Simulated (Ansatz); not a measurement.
Worked example: AlH2(SH) + InH(SH)2 → AlH(SH)2 + InH2(SH)

Species: AlH2(SH), singlet; InH(SH)2, singlet; AlH(SH)2, singlet; InH2(SH), singlet. The partners trade H for SH: Al–H and In–SH bonds give way to Al–SH and In–H.

Shapes, held fixed at every level: PBE0-D4/def2-TZVP. Flexible molecules stand in one conformer, not always the lowest. Programs: Ansatz 0.2.0. The zero-point and thermal change to 298 K, harmonic and unscaled (PBE0-D4/def2-TZVP), is -0.8 kJ/mol.

At CCSD(T)/def2-TZVPP; 1 Eh = 2625.50 kJ/mol:

```
 species   energy (Eh)
AlH2(SH)   -641.558490
InH(SH)2   -986.814894
AlH(SH)2  -1039.352973
InH2(SH)   -589.028882
```

Question: Work out ΔH(298 K) of the reaction at this level.

Answer: 
1. Products less reactants: (-1039.352973) + (-589.028882) − [(-641.558490) + (-986.814894)] = -0.008471 Eh = -22.2 kJ/mol.
2. With the thermal change: -22.2 + (-0.8) = -23.0 kJ/mol.

Other levels give -26.4 (r2SCAN0-D4/def2-TZVPP) to -19.8 kJ/mol (MP2/def2-SVP). No measured value is set beside it here. For atoms past krypton def2 sets carry core potentials with scalar relativity. Correlated rows may include outer-core shells of In, which these sets cover unevenly.
